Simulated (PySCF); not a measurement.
This script is equivalent to a calculation on K⁺ (potassium, charge +1).

```python
from pyscf import gto, scf, dft, mp, cc
import basis_set_exchange as bse
mol = gto.M(atom="K 0 0 0", charge=1, spin=0, symmetry="D2h",
            basis=gto.basis.parse(bse.get_basis("x2c-SVPall", elements=["K"], fmt="nwchem", header=False)),
            nucmod="G")
mf = dft.UKS(mol, xc="LDA,VWN").sfx2c1e()
mf.irrep_nelec = {'Ag': (3, 3), 'B1u': (2, 2), 'B2u': (2, 2), 'B3u': (2, 2)}
mf.kernel()
```

Problem. What total energy does it give?

Solution. -600.205 hartree (calculated).

Problem. Which occupied shell lies highest, and where?

Solution. 3p, at -25.197 eV.
